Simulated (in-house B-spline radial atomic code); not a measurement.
## RPA and G0W0 on BLYP: F VIII (F7+)

Configuration 1s2, mean-field start BLYP. Computed with a B-spline radial code for spherical atoms: all electrons, scalar-relativistic (spin-free one-electron X2C), finite nucleus, each spin shell either full or empty, empty states to l = 9 with an (l + 1/2)⁻⁴ tail; G0W0 by contour deformation at full frequency.

Command:
```bash
python run_gw.py task.json out
```
Settings (radii: box in bohr, nucleus in fm):
```
Z                        9
electrons                2
configuration            1s2
hamiltonian              x2c
method                   b88,lyp
lmax                     9
rms_radius               2.8976
spin_polarised           False
box_radius               8.41
intervals                68
ion_configuration        1s1
```

Time taken, with all properties: 0.8 s on 1 thread of Arm Neoverse V2, with other jobs on the host.

Energies (hartree):

```tsv
term	value
mean-field total	-75.57463
Hartree-Fock functional on these orbitals	-75.55917
direct second order	-0.094663
second-order exchange	0.047332
SOSEX correction	0.045964
```

**Question.** What is the RPA correlation energy, and what remains with SOSEX?

**Answer.** RPA gives -0.091925 hartree (-1.25 eV per electron); RPA + SOSEX gives -0.045962, and the second-order doubles -0.047331 hartree (no singles). SOSEX takes back 50 % of the RPA value, the self-correlation of each of the two electrons.

Quasi-particle levels (eV):

```csv
level,occupied,mean field,Σx - vxc,Σc,QP weight,G0W0
1s,yes,-901.28,-53.23,?,?,?
2s,no,-203.71,19.04,-0.22,1.000,-184.89
```

G0W0 = mean field + (Σx - vxc) + Σc, with Σc (partial-wave tail included) taken at the quasi-particle energy.

**Question.** Where does G0W0 put 1s?

**Answer.** At -953.81 eV, with Σc = 0.69 eV and a quasi-particle weight of 0.996. The tabulated removal energy is 953.898 eV (NIST, tabulated theory).

**Question.** What does it cost to remove one electron (to 1s1) by differences of total energies, each species on its own start (correlation terms add to the Hartree-Fock functional)?

**Answer.** BLYP 953.87 eV, Hartree-Fock functional 952.83 eV, + RPA 954.70 eV, + RPA + SOSEX 954.09 eV, + second order 954.12 eV. Tabulated: 953.898 eV (NIST, tabulated theory).
